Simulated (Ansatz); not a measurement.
C2H6FISi can be A, `C[SiH](I)CF`, or B, `CC[SiH](F)I`.

Isolated molecules relaxed with PBE0-D4/def2-TZVP in Ansatz; ΔE leaves out vibrations. CCSD(T)/CBS adds triple-zeta CCSD(T) − MP2 to the extrapolated MP2 energy (def2 sets, frozen cores). DFT in def2-TZVPP. B3LYP here is the variant with VWN-RPA as its local correlation; programs differ in this. Elements past krypton have def2 core potentials. For I outer-core shells are correlated without core-valence functions, which leaves a few kJ/mol of doubt a bond. Each species was taken in one conformer, which may not be the lowest.

(1) Which is lower in electronic energy at CCSD(T)/CBS, and by how much? (An estimate is asked.)

(2) Give E(B) − E(A) in kcal/mol with MP2/def2-TZVPP, B3LYP-D4, ωB97M-V, HF/def2-TZVPP, PBE0-D4, PBE-D4, B3LYP. (Estimate.)

Largest T1 diagnostic: 0.010.

Answers

(1) The calculation gave: B, by 47.4 kcal/mol.

(2) The calculation gave: MP2/def2-TZVPP -48.9, B3LYP-D4 -45.1, ωB97M-V -45.7, HF/def2-TZVPP -47.0, PBE0-D4 -44.6, PBE-D4 -43.1, B3LYP -44.8. None reverses the order clearly.

From PBE to PBE0 (25 % exact exchange), in def2-TZVPP and without D4, E(B) − E(A) moves by −1.6 kcal/mol.
